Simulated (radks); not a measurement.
Results of a calculation; reference values are marked as such.
Problem. Isoelectronic series with 6 electrons, all held in the configuration [He] 2s2 2p2, which need not be the ground one along the series. Code: a radial shooting solver on a logarithmic mesh with Libxc functionals. Model: non-relativistic Kohn-Sham, PBE, spin-unpolarised, spherical densities, point nucleus. Total energies (hartree) and screening constants sigma, defined by e = -(Z - sigma)^2 / (2 n^2) hartree:

ion,E (hartree),2p,2s,1s
C,-37.74821,4.753,3.990,1.518
F3+,-95.29818,4.375,3.825,1.622
Mg6+,-179.89169,4.283,3.764,1.661
Ar12+,-430.10977,4.214,3.714,1.693
Sc15+,-595.72454,4.197,3.701,1.701
Cr18+,-788.34105,4.185,3.692,1.707
Co21+,-1007.95869,4.176,3.685,1.712

Estimate the row of P9+.

Solution. E (hartree) -291.49795; 2p 4.240; 2s 3.733; 1s 1.681.
